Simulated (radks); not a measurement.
Q: Os1.5+, configuration [Xe] 4f14 5d(up 3, down 3) 6s(up 0.25, down 0.25) (fractional occupations, a model configuration). Calculated with a radial shooting solver on a logarithmic mesh with Libxc functionals: scalar-relativistic Kohn-Sham, BLYP, spin-polarised, spherical densities, point nucleus. Some entries of the table are withheld. Estimate them.

| orbital | occ. | eigenvalue (hartree) | <1/r> (bohr^-1) | <r> (bohr) |
|---|---|---|---|---|
| 1s | 2 | -2715.806 | 90.52 | 0.01773 |
| 2s | 2 | -473.3577 | 21.18 | 0.07488 |
| 2p | 6 | -412.2008 | 19.05 | 0.06727 |
| 3s | 2 | -110.4984 | 7.848 | 0.1939 |
| 3p | 6 | -92.54620 | 7.212 | 0.1945 |
| 3d | 10 | -72.50283 | 6.804 | 0.1762 |
| 4s | 2 | -23.66918 | 3.347 | 0.4318 |
| 4p | 6 | -17.78209 | 3.033 | 0.4594 |
| 4d | 10 | (1) | (2) | 0.4890 |
| 5s | 2 | -3.82096 | 1.336 | 1.006 |
| 4f | 14 | -2.36317 | 2.240 | 0.5567 |
| 5p | 6 | -2.32399 | 1.128 | 1.169 |
| 5d | 6 | -0.67364 | 0.7544 | 1.733 |
| 6s | 0.5 | -0.62344 | 0.4671 | 2.709 |

A: 
(1) 4d eigenvalue (hartree): -10.47812
(2) 4d <1/r> (bohr^-1): 2.707
